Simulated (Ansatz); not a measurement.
Isolated molecules relaxed with PBE0-D4/def2-TZVP in Ansatz; ΔE leaves out vibrations. CCSD(T)/CBS is the MP2 limit (def2-TZVPP, def2-QZVPP) plus CCSD(T) − MP2 in def2-TZVPP, frozen cores. DFT in def2-TZVPP. def2 core potentials past Kr. For Te outer-core shells are correlated without core-valence functions, which leaves a few kJ/mol of doubt a bond. One conformer a species, not always the lowest.

`C=C(F)[SiH2]N` + `B[TeH]` → `B[Te][SiH2]N` + `C=CF`  (ligand exchange at the Si–C bond)

```csv
level,ΔE (kJ/mol)
PBE-D4,-62.9
ωB97X-V,-53.5
MP2/CBS(def2),-68.1
CCSD/CBS(def2),-57.8
```

(1) What does CCSD(T)/CBS give? (Estimate.)

Largest T1 diagnostic among the species: 0.015.

Answers

(1) Computed: -59.5 kJ/mol. The listed levels differ from it by -3.4, 6.0, -8.6, 1.7 kJ/mol.

The D4 term adds −4.1 kJ/mol with B3LYP and −2.2 kJ/mol with PBE0; it sums over pairs of atoms, weighted by their polarisabilities, and B3LYP, whose exchange is more repulsive, gets the larger term. In def2-TZVPP, CCSD(T) changes the Hartree–Fock value by −3.7 kJ/mol (the triples alone add −1.7 kJ/mol) and MP2 by −12.2 kJ/mol.

B3LYP here is the variant with VWN-RPA as its local correlation; programs differ in this.
